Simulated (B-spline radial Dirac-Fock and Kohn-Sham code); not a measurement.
# Satellites and hypersatellites of the K lines of W¹⁵⁺

System: W¹⁵⁺, configuration [Kr] 4d10 4f11 5s2.

Calculated with a radial atomic solver, using multi-electron Dirac-Fock with separately optimised hole states, Breit and Lamb-shift corrections added in first order. Each two-hole energy is an average over J within one jj subconfiguration, not an observable level; in light atoms, where LS coupling holds, the j-resolved values are not observed lines, and for a K spectator the Kα1 hypersatellite is nearly forbidden. No correlation.

Lines without a spectator: Kα2 (K-L2) 57979.6 eV, Kα1 (K-L3) 59317.1 eV, Kβ3 (K-M2) 66947.8 eV, Kβ1 (K-M3) 67240.9 eV. Shifts in eV with one spectator hole (a dash: not computed, or left out as unreliable):

```csv
spectator hole,Kα2,Kα1,Kβ3,Kβ1
K (1s),+981.5,+1055.6,+1271.0,+1288.4
L2 (2p1/2),+125.3,+168.8,–,+321.6
L3 (2p3/2),+94.7,+103.9,+242.2,–
M2 (3p1/2),–,+26.79,+51.8,+61.5
M3 (3p3/2),+14.66,–,+44.1,+44.8
M4 (3d3/2),+5.02,+1.64,–,–
M5 (3d5/2),-0.38,+3.68,–,–
```
